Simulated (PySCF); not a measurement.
B(H)(OH)(iPr) (C₃H₉BO), SMILES CC(C)BO.

Geometry optimised at B3LYP-D3(BJ)/def2-SVP. The structure was generated by enumeration, and PubChem lists no compound with its InChIKey, so it may never have been made. Other conformers were not sampled.

The numbers are results of TDA-PBE/def2-SVPD in PySCF, not measurements.

Vertical excitations. Isolated molecule, no solvent.

```
state  energy (eV)  λ (nm)      f                                            main pairs
-----  -----------  ------  -----  ----------------------------------------------------
S1            5.90     210  0.002                                        HOMO→LUMO 99 %
S2            6.35     195  0.001                                     HOMO→LUMO+1 100 %
S3            7.20     172  0.009                                      HOMO−1→LUMO 88 %
S4            7.26     171  0.025                                      HOMO→LUMO+2 98 %
S5            7.44     167  0.026                                      HOMO−2→LUMO 84 %
S6            7.69     161  0.005                                    HOMO−1→LUMO+1 95 %
S7            7.70     161  0.025                                      HOMO→LUMO+3 97 %
S8            7.82     159  0.010                                      HOMO→LUMO+4 98 %
S9            7.91     157  0.014                                    HOMO−2→LUMO+1 99 %
S10           8.13     152  0.047  HOMO−3→LUMO 54 %, HOMO−4→LUMO 20 %, HOMO−5→LUMO 16 %
T1            5.41     229      0                                        HOMO→LUMO 99 %
T2            6.22     199      0                                      HOMO→LUMO+1 99 %
T3            6.83     182      0                                      HOMO−1→LUMO 93 %
T4            7.07     175      0  HOMO−2→LUMO 42 %, HOMO−3→LUMO 31 %, HOMO→LUMO+2 19 %
```
Triplets are in the Tamm–Dancoff approximation.
